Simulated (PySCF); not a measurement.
Theory: PBE0/pcSseg-1 in PySCF (dipole) on a GFN2-xTB geometry, gas phase. Rigid rotors, one computed conformer each.

Species:
1. `[CH2:1]=[CH:2][O:3][C@H:4]([CH3:5])[CH2:6][CH3:7]` with C1–C2–O3–C4 1°, C2–O3–C4–C5 -82°, O3–C4–C6–C7 -65°
2. `[CH3:1][CH2:2][C:3](=[O:4])[CH:5]([CH3:6])[CH3:7]` with C1–C2–C3–O4 8°, C2–C3–C5–C6 96° (ethyl isopropyl ketone)
3. `[CH3:1][C@@H:2]([C:3]#[N:4])[CH2:5][CH2:6][S@@:7]([CH3:8])=[O:9]` with C1–C2–C5–C6 178°, C2–C5–C6–S7 -62°, C5–C6–S7–C8 -165°
4. `[CH3:1][NH:2][C@@H:3]1[C@H:4]2[C@H:5]3[CH2:6][C@@H:7]1[C@@:8]23[CH2:9][NH2:10]` with C1–N2–C3–C4 171°, C7–C8–C9–N10 173°, C8–C9–N10–H 180° and 60°

Rotational constants (MHz) and dipole components (D):

| set | A | B | C | μa | μb | μc |
| --- | --- | --- | --- | --- | --- | --- |
| P | 2387 | 803.3 | 684.1 | 1.05 | 0.23 | 1.43 |
| Q | 4637 | 1596 | 1446 | 0.38 | 2.08 | 1.64 |
| R | 3901 | 1791 | 1409 | 0.46 | 0.62 | 0.59 |
| S | 2115 | 1033 | 835.3 | 1.36 | 0.19 | 1.94 |

Question: Which set belongs to which species?

Answer: P = 3, Q = 2, R = 1, S = 4.

- 1 (set R): mass 100.1 u, 7 heavy atoms, longest extent 6.7 Å, C1, asymmetric top, Ia, Ib, Ic = 129.5, 282.2, 358.6 u·Å².
- 2 (set Q): mass 100.1 u, 7 heavy atoms, longest extent 6.8 Å, C1, near-prolate asymmetric top, Ia, Ib, Ic = 109.0, 316.6, 349.4 u·Å².
- 3 (set P): mass 145.1 u, 9 heavy atoms, longest extent 7.6 Å, C1, asymmetric top, Ia, Ib, Ic = 211.8, 629.1, 738.8 u·Å².
- 4 (set S): mass 138.1 u, 10 heavy atoms, longest extent 7.4 Å, C1, asymmetric top, Ia, Ib, Ic = 238.9, 489.4, 605.1 u·Å².

Point groups hold within 0.08 Å; constants that symmetry makes equal can differ a little in the computed geometry, and forbidden dipole components can keep a residue. No structure here is proved a minimum.
